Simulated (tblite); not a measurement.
C5H8B2F2O.
Atom-mapped SMILES: `[BH2:1][O:2][BH:3][C@H:4]([C:5]#[C:6][CH3:7])[CH:8]([F:9])[F:10]` (hydrogens: H11, H12 on B1; H13 on B3; H14 on C4; H15, H16, H17 on C7; H18 on C8)

Computed with GFN2-xTB (tblite), gas phase: L-BFGS steps from a force-field or distance-geometry start until the largest atomic force falls under 0.01 eV/Å.

Geometry at step 24:
```
atom  x, y, z in Å
B1     -2.8304    1.7474    0.0017
O2     -2.1308    0.8193   -0.6376
B3     -1.3245   -0.1624   -0.9981
C4     -0.4107   -1.0206    0.0303
C5      0.7545   -0.1690    0.2356
C6      1.6716    0.5911    0.3824
C7      2.8211    1.4386    0.6158
C8      0.0417   -2.3802   -0.4994
F9     -1.0118   -3.2137   -0.7152
F10     0.8354   -3.0186    0.4017
H11    -2.9366    1.7480    1.1791
H12    -3.3647    2.5665   -0.6632
H13    -1.2000   -0.3864   -2.1531
H14    -0.8978   -1.1945    0.9960
H15     2.9131    2.1996   -0.1591
H16     2.7321    1.9379    1.5804
H17     3.7273    0.8339    0.6207
H18     0.6018   -2.3305   -1.4432
```

Task: Give the atomic forces at this geometry.

Result: 
```json
{"atom": "B1", "Fx (eV/Å)": "0.048", "Fy (eV/Å)": "-0.161", "Fz (eV/Å)": "-0.046"}
{"atom": "O2", "Fx (eV/Å)": "0.132", "Fy (eV/Å)": "-0.064", "Fz (eV/Å)": "-0.104"}
{"atom": "B3", "Fx (eV/Å)": "-0.101", "Fy (eV/Å)": "-0.016", "Fz (eV/Å)": "-0.033"}
{"atom": "C4", "Fx (eV/Å)": "-0.008", "Fy (eV/Å)": "0.016", "Fz (eV/Å)": "-0.006"}
{"atom": "C5", "Fx (eV/Å)": "0.003", "Fy (eV/Å)": "0.081", "Fz (eV/Å)": "0.036"}
{"atom": "C6", "Fx (eV/Å)": "0.038", "Fy (eV/Å)": "-0.026", "Fz (eV/Å)": "0.023"}
{"atom": "C7", "Fx (eV/Å)": "0.046", "Fy (eV/Å)": "0.013", "Fz (eV/Å)": "0.017"}
{"atom": "C8", "Fx (eV/Å)": "0.022", "Fy (eV/Å)": "0.020", "Fz (eV/Å)": "-0.025"}
{"atom": "F9", "Fx (eV/Å)": "-0.036", "Fy (eV/Å)": "0.115", "Fz (eV/Å)": "0.103"}
{"atom": "F10", "Fx (eV/Å)": "-0.074", "Fy (eV/Å)": "-0.003", "Fz (eV/Å)": "0.014"}
{"atom": "H11", "Fx (eV/Å)": "-0.058", "Fy (eV/Å)": "-0.061", "Fz (eV/Å)": "0.009"}
{"atom": "H12", "Fx (eV/Å)": "0.064", "Fy (eV/Å)": "0.089", "Fz (eV/Å)": "0.105"}
{"atom": "H13", "Fx (eV/Å)": "-0.057", "Fy (eV/Å)": "-0.084", "Fz (eV/Å)": "-0.038"}
{"atom": "H14", "Fx (eV/Å)": "0.015", "Fy (eV/Å)": "0.046", "Fz (eV/Å)": "0.020"}
{"atom": "H15", "Fx (eV/Å)": "-0.067", "Fy (eV/Å)": "-0.042", "Fz (eV/Å)": "-0.040"}
{"atom": "H16", "Fx (eV/Å)": "-0.040", "Fy (eV/Å)": "-0.026", "Fz (eV/Å)": "0.011"}
{"atom": "H17", "Fx (eV/Å)": "0.014", "Fy (eV/Å)": "-0.014", "Fz (eV/Å)": "-0.004"}
{"atom": "H18", "Fx (eV/Å)": "0.059", "Fy (eV/Å)": "0.118", "Fz (eV/Å)": "-0.041"}
```

The largest, 0.18 eV/Å, acts on O2; the rms over all components is 0.060 eV/Å. The forces sum to zero within rounding, as they must for an isolated molecule in no field.

Task: Give the force on O2 in Eh/bohr and in nN.

Result: 0.180 eV/Å ÷ 51.422 = 0.00350 Eh/bohr, and 0.180 eV/Å × 1.602 = 0.29 nN.

Task: How far is this geometry from the end of the optimisation?

Result: 0.686 eV above it, and 0.420 Å rms away after alignment. The bonds farthest from their final lengths, with half the difference of the two atoms' forces along the bond (positive lengthens):

| bond | now (Å) | final (Å) | force along bond (eV/Å) |
| --- | --- | --- | --- |
| O2–B3 | 1.321 | 1.291 | -0.10 |
| B1–O2 | 1.326 | 1.298 | 0.00 |
| B3–H13 | 1.183 | 1.179 | +0.01 |
| C4–C8 | 1.528 | 1.523 | +0.01 |
| B1–H12 | 1.183 | 1.179 | +0.04 |
| B1–H11 | 1.182 | 1.178 | +0.03 |

The angle farthest from its final value is B1–O2–B3, 166.8° against 178.0°.

Of the 2 listed bonds off by 0.010 Å or more, this force points towards the final length in 1.

What follows is the cost of the whole relaxation. On one thread of an Intel Xeon at 2.50 GHz, shared host, this took 1.7 s wall.
